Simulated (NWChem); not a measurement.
AlIClF; SMILES [F][Al]([I])[Cl]

Program: NWChem. Medium grid unless said otherwise, to which SCAN and Minnesota functionals are sensitive. The geometry was optimised at PBE0/def2-SVP. def2 effective core potentials on I; no spin-orbit coupling.

### Question
What does the run give for MN15-L/def2-SVP? Quantities: highest occupied level (eV); orbital gap (eV); dipole (D).

### Answer
The highest occupied level (eV) is -7.39. The orbital gap (eV) is 5.65 and the dipole (D) is 0.95.
